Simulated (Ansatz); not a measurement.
Input file for Ansatz (a program for electronic structure): R-wB97M-V/def2-TZVPPD on GaH4IO (a complex), monomers drawn apart or pushed together. Elements past Kr take the def2 small-core potentials; no spin–orbit coupling. Files ending in .json are basis or fitting sets from the Basis Set Exchange.

Ansatz 0.2 input:
```yaml
crystal:
  periodic: [false, false, false]
  atoms:
    - {symbol: Ga, position_ang: [-0.02731395, -1.20651865, 1.50893176]}
    - {symbol: I, position_ang: [-0.16180392, 1.06806160, 0.28493848]}
    - {symbol: H, position_ang: [1.39649928, -1.83709612, 1.48392398]}
    - {symbol: H, position_ang: [-1.41062723, -1.91961830, 1.66194848]}
    - {symbol: O, position_ang: [0.00894971, -0.26112762, 3.77568670]}
    - {symbol: H, position_ang: [0.17343080, 0.66764590, 3.54371561]}
    - {symbol: H, position_ang: [-0.86245929, -0.28709545, 4.19319785]}
basis:
  gaussian:
    orbitals: def2-TZVPPD.json
hamiltonian:
  xc: {name: wB97M-V}
scf: {lower_state_search: off}
```

The head of its log:

```
WARN ansatz: RAYON_NUM_THREADS=1 ignored (pool sized by the plan → 1); use --threads N
Functional definition: wB97M-V
these checks for a lower state are left out or cut short: stability, starts, cluster_reference, orbital_swaps, neighbouring_geometries, increment
integrals: 0.22 GiB planned
1270 factors; their error is unknown
integrals: 0.26 GiB planned
365 factors; integrals over basis functions are off by at most 6.7e-5 eV
mean field: 1.74 GiB planned
mean field evaluation 1: about -62586.2156 eV, gradient 4.6e1 eV
mean field evaluation 2: about -62585.7664 eV, gradient 5.2e1 eV
```

### Question
What total energy does the run end on?

### Answer
-2300.1284 hartree.
